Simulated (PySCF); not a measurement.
Computed IR spectrum (relative IR intensity) of a molecule C₄H₈S. Geometry optimised at B3LYP-D3(BJ)/def2-SVP. One conformer was computed; it need not be the lowest. Method: B3LYP-D3(BJ)/def2-SVP (PySCF). Frequencies are harmonic and unscaled.

ν (cm⁻¹): 288 (vw), 524 (w), 633 (w), 706 (w), 810 (w), 921 (vw), 1004 (w), 1027 (w), 1119 (w), 1155 (m), 1190 (w), 1240 (w), 1243 (m), 1359 (m), 1396 (w), 1454 (vw), 1458 (m), 1468 (w), 1477 (vw), 3019 (s), 3044 (vs), 3052 (s), 3060 (vs), 3099 (vs), 3120 (s), 3127 (s) (against the strongest line: vs over 80 %, s over 45 %, m over 15 %, w over 4 %, vw less)

Problem. Pick the molecule that these values belong to.
A) C1CCSC1
B) SC1CCC1
C) CSC1CC1
D) C[C@H]1CCS1

Solution. D, C[C@H]1CCS1
